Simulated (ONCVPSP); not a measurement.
# Before and after: ONCV potential for magnesium

```json
{"Element": "Mg", "Generator": "ONCVPSP 4.0.1", "Type": "optimised norm-conserving Vanderbilt (ONCV)", "Functional": "PBE", "Relativity": "scalar-relativistic", "Frozen core": "[He]", "Valence charge": "10", "Reference configuration": "2s2 2p6 3s2", "Partial waves": "2s+3s: rc 1.45 bohr, ncon 4, nbas 7, qcut 6.8 1/bohr, 2 projectors; 2p: rc 1.20 bohr, ncon 4, nbas 7, qcut 13.6 1/bohr, 2 projectors, debl 1.4 Ha", "Local potential": "polynomial inside 0.95 bohr (lpopt 5, dvloc0 -1 Ha)", "Core correction": "polynomial model core, fcfact 0.45"}
```

In the p channel the program set the typed energies aside and used -1.713, 0.250 Ha.

All-electron outer shells of the reference configuration (PBE, scalar-relativistic, ld1.x):

| shell | level (eV) | outermost node (bohr) | outermost maximum (bohr) |
| --- | --- | --- | --- |
| 1s | -1259.65 | – | 0.09 |
| 2s | -79.85 | 0.18 | 0.54 |
| 2p | -46.61 | – | 0.48 |
| 3s | -4.70 | 0.90 | 2.56 |

Change: s: qcut 9.6.

Cutoffs: the cutoffs (Ha) at which the residual kinetic energy of the hardest occupied pseudo-wave falls to 1 and 0.1 mHa per electron; they do not see the model core or the augmentation charge, which bear on the density cutoff. Errors are all-electron minus pseudo energies relative to the spin-unpolarised reference configuration.

Task: Predict the effect on cutoff, ghosts and configuration errors.

Result: The potential gets neither clearly harder nor softer (62 Ha and 72 Ha → 62 Ha and 72 Ha); the p channel sets the loose cutoff, while the largest relative change is in s, which becomes harder; of the 4 tests that both files solve, the error grows in 1 and shrinks in 0 by more than 15 % and 0.3 meV (median size 1.3 → 1.3 meV); neither file shows a bound ghost.

| quantity | base | changed |
| --- | --- | --- |
| cutoff, loose | 62 Ha | 62 Ha |
| cutoff, tight | 72 Ha | 72 Ha |
| loose cutoff by channel | s 19 Ha, p 62 Ha | s 23 Ha, p 62 Ha |
| bound ghosts | none | none |
| GHOST(+) flags under 300 eV | none | none |
| error for 2s2 2p6 3s1, meV [ΔE 7.96 eV] | -0.3 | -0.3 |
| error for 2s2 2p6 3s0, meV [ΔE 22.99 eV] | -2.3 | -2.2 |
| error for 2s2 2p6 3s1.5, meV [ΔE 3.14 eV] | -0.1 | -0.1 |
| error for 2s1 2p6 3s2, meV [ΔE 91.47 eV] | -236 | -354 |
| s: phases at 1.48 bohr within 0.05 rad from the reference energy up to (Ha; the scan ends near 5) | to the end of the scan | to the end of the scan |
| p: phases at 1.22 bohr within 0.05 rad from the reference energy up to (Ha; the scan ends near 5) | to the end of the scan | to the end of the scan |
| rms error of d²Exc/dni dnj with the model core, mHa | 1.95 | 1.74 |
